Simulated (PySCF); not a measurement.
C2H9ClOSi2, SMILES C[Si](C)(Cl)O[SiH3].

The structure is a stationary point at PBE-D3(BJ)/def2-SVP. One conformer was computed; it need not be the lowest.

Method: TDA-CAM-B3LYP/def2-SVPD run with PySCF 2.14.0.

Vertical excitations. The molecule is in vacuum.

Give excitation energies, oscillator strengths and character. (The exact figures need the calculation; the answer reports its results.)


```json
[
 {"state": "S1", "energy (eV)": "7.49", "λ (nm)": "165", "f": "0.015", "main pairs": "HOMO→LUMO 62 %, HOMO−2→LUMO 10 %"},
 {"state": "S2", "energy (eV)": "7.88", "λ (nm)": "157", "f": "0.003", "main pairs": "HOMO−1→LUMO 44 %, HOMO−3→LUMO 18 %, HOMO−1→LUMO+1 11 %, HOMO−3→LUMO+1 9 %"},
 {"state": "S3", "energy (eV)": "8.03", "λ (nm)": "154", "f": "0.054", "main pairs": "HOMO→LUMO+1 31 %, HOMO→LUMO 25 %, HOMO−2→LUMO 21 %"},
 {"state": "S4", "energy (eV)": "8.36", "λ (nm)": "148", "f": "0.005", "main pairs": "HOMO→LUMO+3 38 %, HOMO→LUMO+2 12 %, HOMO−4→LUMO 9 %, HOMO→LUMO+6 7 %"},
 {"state": "S5", "energy (eV)": "8.43", "λ (nm)": "147", "f": "0.097", "main pairs": "HOMO−3→LUMO 30 %, HOMO−1→LUMO 27 %, HOMO−1→LUMO+1 11 %, HOMO−1→LUMO+3 10 %"},
 {"state": "S6", "energy (eV)": "8.52", "λ (nm)": "146", "f": "0.066", "main pairs": "HOMO−2→LUMO 34 %, HOMO→LUMO+1 32 %, HOMO−2→LUMO+1 8 %, HOMO−2→LUMO+2 5 %"},
 {"state": "T1", "energy (eV)": "7.13", "λ (nm)": "174", "f": "0", "main pairs": "HOMO→LUMO 46 %, HOMO−2→LUMO 14 %, HOMO→LUMO+1 10 %, HOMO−2→LUMO+1 8 %"},
 {"state": "T2", "energy (eV)": "7.45", "λ (nm)": "167", "f": "0", "main pairs": "HOMO−1→LUMO 34 %, HOMO−3→LUMO 20 %, HOMO−1→LUMO+1 12 %, HOMO−3→LUMO+1 11 %"}
]
```
Triplets are in the Tamm–Dancoff approximation.
